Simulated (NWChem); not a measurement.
# GaF, singlet; SMILES [F][Ga]

```xyz
2

Ga     0.0000     0.0000    -0.3948
F      0.0000     0.0000     1.3843
```
Atoms are numbered in this order, from 1.

Low-valent species are run as closed-shell singlets; no triplet was tried in these runs. Structure relaxed at the PBE0/def2-SVP level.

Q: Give the principal values of the shielding tensors (ppm) of Ga1, F2 from KT2/pcSseg-1, GIAO (NWChem), with their diamagnetic and paramagnetic parts as GIAO splits them.

A: 
| atom | σ11 | σ22 | σ33 | isotropic | diamagnetic | paramagnetic |
|---|---|---|---|---|---|---|
| Ga1 | 1592.8 | 1592.8 | 2643.9 | 1943.2 | 2641.8 | -698.6 |
| F2 | -171.3 | -171.3 | 490.2 | 49.2 | 480.2 | -431.1 |
